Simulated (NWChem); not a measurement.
The numbers come from NWChem runs, not from measurements. System: CH6OSi, charge 0, spin multiplicity 1, at a geometry optimised with PBE0/def2-SVP. The structure started from a generated list of species. Level: B3LYP/aug-cc-pVDZ, VWN1-RPA local correlation.

Part of the output:

```
             Northwest Computational Chemistry Package (NWChem) 7.3.0
             --------------------------------------------------------

                                NWChem Input Module
                                -------------------

 Scaling coordinates for geometry "geometry" by  1.889725989
 (inverse scale =  0.529177249)

 Turning off AUTOSYM since
 SYMMETRY directive was detected!

                             Geometry "geometry" -> ""
                             -------------------------

 Output coordinates in angstroms (scale by  1.889725989 to convert to a.u.)

  No.       Tag          Charge          X              Y              Z
 ---- ---------------- ---------- -------------- -------------- --------------
    1 Si                  14.0000    -0.13133400    -1.06126100     0.00000000
    2 O                    8.0000     0.57803900     0.44283200     0.00000000
    3 C                    6.0000    -0.13463100     1.64700000     0.00000000
    4 H                    1.0000     0.97629100    -2.05325100     0.00000000
    5 H                    1.0000    -0.99078100    -1.25000200     1.21230200
    6 H                    1.0000    -0.99078100    -1.25000200    -1.21230200
    7 H                    1.0000    -0.77715400     1.75176900     0.89451500
    8 H                    1.0000     0.58172200     2.48271900     0.00000000
    9 H                    1.0000    -0.77715400     1.75176900    -0.89451500

 Effective nuclear repulsion energy (a.u.)     117.2781283407

            Nuclear Dipole moment (a.u.)
            ----------------------------
        X                 Y               Z
 ---------------- ---------------- ----------------
    -0.0000132281     0.0000075589     0.0000000000

      Symmetry information
      --------------------

 Group name             Cs
 Group number              2
 Group order               2
 No. of unique centers     7

      Symmetry unique atoms

     1    2    3    4    5    7    8


 Summary of "ao basis" -> "" (spherical)
 ------------------------------------------------------------------------------
       Tag                 Description            Shells   Functions and Types
 ---------------- ------------------------------  ------  ---------------------
 *                        aug-cc-pvdz                 on all atoms

                                 NWChem DFT Module
                                 -----------------

 Summary of "ao basis" -> "ao basis" (spherical)
[...]
 Vector   16  Occ=2.000000D+00  E=-3.147857D-01  Symmetry=a'
              MO Center=  2.4D-01,  3.5D-01,  3.8D-16, r^2= 3.0D+00
   Bfn.  Coefficient  Atom+Function         Bfn.  Coefficient  Atom+Function
  ----- ------------  ---------------      ----- ------------  ---------------
    32      0.456228  2 O  px                35      0.302795  2 O  px
    31      0.269334  2 O  s                111     -0.233416  8 H  s
    12     -0.216678  1 Si px                55     -0.213576  3 C  px
   110     -0.203003  8 H  s                  9     -0.171736  1 Si px
    74     -0.152116  4 H  s                102      0.147764  7 H  s

 Vector   17  Occ=2.000000D+00  E=-2.892130D-01  Symmetry=a"
              MO Center=  1.6D-02,  3.2D-01,  8.9D-15, r^2= 2.6D+00
   Bfn.  Coefficient  Atom+Function         Bfn.  Coefficient  Atom+Function
  ----- ------------  ---------------      ----- ------------  ---------------
    34      0.514845  2 O  pz                37      0.367505  2 O  pz
    14     -0.215023  1 Si pz               101     -0.178480  7 H  s
   102     -0.178211  7 H  s                119      0.178480  9 H  s
   120      0.178211  9 H  s                 83     -0.172563  5 H  s
    92      0.172563  6 H  s                 57     -0.166052  3 C  pz

 Vector   18  Occ=0.000000D+00  E=-1.363224D-02  Symmetry=a'
              MO Center= -2.4D-01,  6.0D-01, -4.1D-16, r^2= 1.2D+01
   Bfn.  Coefficient  Atom+Function         Bfn.  Coefficient  Atom+Function
  ----- ------------  ---------------      ----- ------------  ---------------
     5      1.820884  1 Si s                 54      1.004395  3 C  s
    76     -0.701408  4 H  s                 85     -0.623495  5 H  s
    94     -0.623495  6 H  s                 31     -0.530642  2 O  s
   112     -0.471696  8 H  s                 16     -0.443388  1 Si py
   103     -0.409434  7 H  s                121     -0.409434  9 H  s

 Vector   19  Occ=0.000000D+00  E=-4.676359D-03  Symmetry=a'
              MO Center= -8.8D-01, -1.7D+00,  4.7D-16, r^2= 1.3D+01
   Bfn.  Coefficient  Atom+Function         Bfn.  Coefficient  Atom+Function
  ----- ------------  ---------------      ----- ------------  ---------------
     5      1.765713  1 Si s                 16      0.780751  1 Si py
    85     -0.550125  5 H  s                 94     -0.550125  6 H  s
   103     -0.543897  7 H  s                121     -0.543897  9 H  s
    31     -0.540625  2 O  s                  4      0.460888  1 Si s
    54      0.354188  3 C  s                 39      0.327258  2 O  py

 Vector   20  Occ=0.000000D+00  E= 9.631527D-03  Symmetry=a'
              MO Center= -9.4D-02,  5.7D-01, -3.8D-14, r^2= 1.9D+01
   Bfn.  Coefficient  Atom+Function         Bfn.  Coefficient  Atom+Function
  ----- ------------  ---------------      ----- ------------  ---------------
     5      3.596806  1 Si s                 54     -2.366162  3 C  s
    85     -1.688738  5 H  s                 94     -1.688738  6 H  s
   112      0.759124  8 H  s                 15     -0.752403  1 Si px
    76     -0.536198  4 H  s                103      0.521737  7 H  s
   121      0.521737  9 H  s                 39      0.458581  2 O  py

 center of mass
 --------------
 x =   0.05979640 y =  -0.04264464 z =   0.00000000

 moments of inertia (a.u.)
 ------------------
         326.884748047730         -16.300761760390           0.000000000000
         -16.300761760390          53.763166865006           0.000000000000
           0.000000000000           0.000000000000         347.971324176509

     Multipole analysis of the density
     ---------------------------------

     L   x y z        total         alpha         beta         nuclear
     -   - - -        -----         -----         ----         -------
     0   0 0 0      0.000000    -17.000000    -17.000000     34.000000

     1   1 0 0     -0.331861     -0.165924     -0.165924     -0.000013
     1   0 1 0      0.203956      0.101974      0.101974      0.000008
     1   0 0 1      0.000000      0.000000      0.000000      0.000000

     2   2 0 0    -21.899327    -24.316231    -24.316231     26.733136
     2   1 1 0     -0.462698     -3.556965     -3.556965      6.651231
     2   1 0 1      0.000000      0.000000      0.000000      0.000000
     2   0 2 0    -19.056730   -104.615874   -104.615874    190.175019
     2   0 1 1     -0.000000     -0.000000     -0.000000      0.000000
     2   0 0 2    -21.251232    -18.731336    -18.731336     16.211441

 Task  times  cpu:        7.0s     wall:        7.0s

 Total times  cpu:        7.1s     wall:        7.1s
```

Problem. Write an NWChem input that would produce this output.

Solution. Several could match; the one computed here: 
```
start mol
memory heap 200 mb stack 900 mb global 1100 mb
geometry units angstroms nocenter noautoz
  Si    -0.131334    -1.061261     0.000000
  O      0.578039     0.442832     0.000000
  C     -0.134631     1.647000     0.000000
  H      0.976291    -2.053251     0.000000
  H     -0.990781    -1.250002     1.212302
  H     -0.990781    -1.250002    -1.212302
  H     -0.777154     1.751769     0.894515
  H      0.581722     2.482719     0.000000
  H     -0.777154     1.751769    -0.894515
  symmetry group Cs
end
basis spherical
  * library aug-cc-pvdz
end
dft
  xc b3lyp
  semidirect memsize 60000000 filesize 0
  iterations 100
end
task dft energy
```
